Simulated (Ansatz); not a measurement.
Basis-set extrapolation for `C1=N[SiH2]C[SiH2]1` (PBE0-D4/def2-TZVP geometry, frozen core, the Gaussian-basis code of Ansatz). Multiplicity 1, RHF reference.

```csv
,def2-TZVPP,def2-QZVPP
HF,-712.208149,-712.232339
MP2 correlation,-0.766083,-0.818732
CCSD(T) correlation,-0.853221,not run
```

Energies in hartree. Use E(X) = E(∞) + A·exp(−7.88·√X) for Hartree–Fock and E(X) = E(∞) + B·X^(−2.97) for correlation, with X = 3 and 4, and add CCSD(T) minus MP2 of the smaller set to the MP2 limit.

Q: What is the CCSD(T) energy at the basis-set limit?

A: HF limit: -712.232339 + (-0.024190) × 0.13774 = -712.23567. MP2 limit: -0.818732 + (-0.052649) × 0.74074 = -0.85773. Higher-order term: -0.853221 − (-0.766083) = -0.08714. Total: -713.18054 hartree, 312.9 kJ/mol below CCSD(T)/def2-TZVPP.
